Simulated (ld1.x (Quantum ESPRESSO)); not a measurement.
## Sc: variants of one TM potential

Base potential:

- Element: scandium
- Generator: ld1.x (Quantum ESPRESSO) 7.5
- Type: norm-conserving Troullier–Martins (Kleinman–Bylander form)
- Functional: BP86
- Relativity: scalar-relativistic
- Frozen core: [Ne]
- Valence charge: 11
- Reference configuration: 3s2 3p6 3d1 4s2 4p0
- Partial waves: 3s (bound): rc 1.05 bohr; 3p (bound): rc 1.90 bohr; 3d (bound): rc 1.45 bohr
- Local potential: all-electron potential smoothed inside 1.20 bohr (lloc = -1)
- Core correction: none

Occupied shells without a wave of their own: 4s. They enter only through the test configuration that unscreens the potential.

All-electron outer shells of the reference configuration (BP86, scalar-relativistic, ld1.x):

```tsv
shell	level (eV)	outermost node (bohr)	outermost maximum (bohr)
2s	-474.63	0.10	0.28
2p	-388.53	–	0.23
3s	-55.10	0.42	0.92
3p	-33.69	0.39	0.97
4s	-4.31	1.33	3.10
3d	-3.36	–	1.10
4p	-1.55	1.49	4.03
```

Cutoffs, loose and tight: the cutoffs (Ry, on a coarse ladder) from which the occupation-weighted sum of valence levels, in a spherical-Bessel basis at the reference potential, stays within 10 and 1 mRy of its value at 400 Ry. They do not see the model core or the augmentation charge, which bear on the density cutoff. Test errors are all-electron minus pseudo excitation energies from the reference, over the configurations 3s2 3p6 3d1 4s1 4p0; 3s2 3p6 3d1 4s0 4p0; 3s2 3p6 3d0 4s0 4p0; 3s2 3p6 3d1 4s1.5 4p0; 3s2 3p6 3d0 4s2 4p0; 3s1 3p6 3d1 4s2 4p0; 3s2 3p6 3d1 4s0 4p1. A dash means not determined; rows that change the core or the reference have their own tests.

On the changes marked as counting shells twice: ld1.x takes every shell without a wave as core, so the model core holds the marked electrons as well and exchange and correlation see them twice. This cancels in the reference configuration, but the file is broken for other ones, and its errors say nothing about a proper core correction.

```csv
change,outcome,"cutoff, loose","cutoff, tight",bound ghosts,largest test error (meV)
base,generated,110 Ry,180 Ry,none,-262
core correction a·sin(br)/r model core inside 0.46 bohr (4s counted twice),generated,110 Ry,180 Ry,none,-1466
"type PAW; waves now 3s (bound): rc 1.05 bohr; 4s (bound): rc 1.05 bohr; 3p (bound): rcut 1.65, rcutus 1.90 bohr; 4p (bound): rcut 1.65, rcutus 1.90 bohr; 3d (bound): rcut 1.25, rcutus 1.45 bohr; 3d channel at 5 Ry: rcut 1.25, rcutus 1.45 bohr; local potential all-electron potential smoothed inside 1.45 bohr (lloc = -1); core correction a·sin(br)/r model core, default radius (ld1.x builds one for every PAW set, though the input has nlcc=.false.); augmentation BESSEL, radius 1.00 bohr",failed: invmat: error in DGETRF,–,–,–,–
reference 3s2 3p6 3d0 4s0 4p0,generated,100 Ry,180 Ry,none,+105
wave 3s (bound): rc 1.05 bohr becomes 3s (bound): rc 1.54 bohr,"generated, misses its reference levels by 0.18 eV",70 Ry,90 Ry,none,-1090
local potential the p channel,generated,110 Ry,180 Ry,none,-222
wave 3d (bound): rc 1.45 bohr becomes 3d (bound): rc 1.42 bohr,generated,110 Ry,180 Ry,none,-263
```

(1) What comes out with this change to the base: wave 3p (bound): rc 1.90 bohr becomes 3p (bound): rc 2.78 bohr?

(2) What comes out with this change to the base: core [Ar], valence charge 3; reference 3d1 4s2 4p0; waves now 4s (bound): rc 2.30 bohr; 3d (bound): rc 1.25 bohr; 4p (bound): rc 4.20 bohr; local potential the p channel; core correction a·sin(br)/r model core inside 1.00 bohr?

(3) What comes out with this change to the base: all radii scaled by about 1.15 (s 1.20, p 2.18, d 1.66 bohr); local potential all-electron potential smoothed inside 1.38 bohr (lloc = -1)?

Answers

(1) outcome: generated; cutoff, loose: 110 Ry; cutoff, tight: 180 Ry; bound ghosts: none; largest test error (meV): -320.

(2) outcome: generated; cutoff, loose: 90 Ry; cutoff, tight: 110 Ry; bound ghosts: none; largest test error (meV): +601.

(3) outcome: generated; cutoff, loose: 90 Ry; cutoff, tight: 160 Ry; bound ghosts: none; largest test error (meV): -102.
